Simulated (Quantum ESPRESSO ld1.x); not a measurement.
Task: The mean radii <r> (bohr) of the occupied orbitals of an atom or ion are listed with their occupations. Method: Dirac Kohn-Sham, PBE, spin-unpolarised, spherical densities, point nucleus; computed with ld1.x of Quantum ESPRESSO 7.5.

| orbital | occ. | <r> |
|---|---|---|
| 1s1/2 | 2 | 0.02722 |
| 2s1/2 | 2 | 0.1167 |
| 2p1/2 | 2 | 0.09847 |
| 2p3/2 | 4 | 0.1041 |
| 3s1/2 | 2 | 0.3138 |
| 3p1/2 | 2 | 0.3040 |
| 3p3/2 | 4 | 0.3155 |
| 3d3/2 | 4 | 0.2865 |
| 3d5/2 | 6 | 0.2901 |
| 4s1/2 | 2 | 0.7397 |
| 4p1/2 | 2 | 0.7722 |
| 4p3/2 | 4 | 0.8002 |
| 4d3/2 | 4 | 0.9106 |
| 4d5/2 | 6 | 0.9218 |
| 5p1/2 | 2 | 2.213 |
| 5p3/2 | 4 | 2.303 |

Name the element and its charge. Open shells, if any, fill j = l - 1/2 first.

Result: Z = 53, iodine, charge +1: I+ in [Kr] 4d10 5p6. The 1s radius gives Z: for a bare nucleus <r> = (2 gamma + 1)/(2Z) with gamma = sqrt(1 - (Z/c)^2), 0.02683 bohr for Z = 53, and screening makes it slightly larger (0.02722 here). The occupations add up to 52, and the charge is Z minus that.
